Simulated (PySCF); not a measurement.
# Reading the logs of faulty runs: BFH3N

All numbers below are calculated, not measured. The program is PySCF 2.14.0, an open-source quantum chemistry code, run on an isolated molecule that a program drew, which may never have been made. The molecule is BFH3N (charge 0, singlet), drawn as the SMILES string `NBF`.

Each row is a Hartree-Fock (HF) and frozen-core CCSD(T) single point in the cc-pVDZ basis, meant for a local HF minimum. Run 1 is clean. Each other run has one planted mistake out of seven kinds, and not every kind appears here: one electron removed, one electron added, multiplicity raised by two, geometry at a saddle point, minimal basis STO-3G, one bond length entered in bohr, all coordinates scaled. The reference is restricted for singlets and unrestricted otherwise, and also for a bond in bohr. Adding or removing an electron swaps singlet and doublet. Electrons count all cores. HOMO and LUMO are orbital energies over both spins, the gradient is its largest component, and the lowest frequency (negative if imaginary) is given only where the gradient is small. Bond lengths are over the 5 bonds as drawn. T1 is the CCSD diagnostic: over 0.02 (restricted) or 0.045 (unrestricted) a single reference is doubtful.

Geometry of the clean run:
```xyz
6
BFH3N, angstrom
N    -0.9549   -0.8638   -0.7140
B    -0.3295   -0.8800   -1.9522
F    -0.0982    0.2834   -2.5824
H    -1.2433   -0.0178   -0.2669
H    -1.1521   -1.6953   -0.2004
H     0.0122   -1.8983   -2.4799
```

| run | electrons | basis functions | <S^2> | HOMO (eV) | LUMO (eV) | gradient (hartree/bohr) | lowest frequency (cm^-1) | mean bond (Å) | longest bond (Å) | T1 | HF (hartree) | CCSD(T) (hartree) | mistake |
|---|---|---|---|---|---|---|---|---|---|---|---|---|---|
| 1 | 24 | 57 | 0.000 | -11.98 | 5.00 | 1.2e-05 | 462 | 1.1847 | 1.387 | 0.0130 | -180.43232 | -180.90722 | no fault |
| 2 | 24 | 18 | 0.000 | -9.76 | 9.76 | 2.8e-02 | - | 1.1847 | 1.387 | 0.0162 | -177.98426 | -178.12023 | minimal basis STO-3G |
| 3 | 24 | 57 | 2.021 | -4.05 | -0.32 | 1.5e-01 | - | 1.1847 | 1.387 | 0.0183 | -180.18996 | -180.63556 | multiplicity raised by two |
| 4 | 24 | 57 | 0.633 | -10.10 | 3.18 | 2.4e-02 | - | 1.3977 | 2.262 | 0.0651 | -180.30468 | -180.78331 | ? |
| 5 | 25 | 57 | 0.759 | 3.73 | 10.40 | 8.4e-02 | - | 1.1847 | 1.387 | 0.0112 | -180.27046 | -180.75546 | ? |

**Which mistake was planted in run 4, and what did it cost?**

The mean bond changes by a factor of 1.180 and the longest by 1.631, so the molecule wasn't scaled as a whole. A length L in bohr read as angstrom grows by (1/0.5292 - 1) L = 0.890 L. The 5 bonds together grew by 5 x 0.2130 = 1.065 Å, which gives L = 1.197 Å. That is bond B2-H6, 1.197 Å in the clean geometry. So the mistake is: one bond length entered in bohr. Subtracting run 1 and multiplying by 627.51 kcal/mol a hartree, the energy moved by 80.1 kcal/mol in HF and 77.8 kcal/mol in CCSD(T).

**Which mistake was planted in run 5, and what did it cost?**

It counts 25 electrons, one more than the clean run, at the same geometry and basis. So the mistake is: one electron added. Subtracting run 1 and multiplying by 627.51 kcal/mol a hartree, the energy moved by 101.6 kcal/mol in HF and 95.2 kcal/mol in CCSD(T).

Cautions from the logs. Run 4: T1 is over the limit, so its CCSD(T) energy is less reliable; run 5: the HOMO is above zero, so the electron isn't bound and the energy depends on the basis.
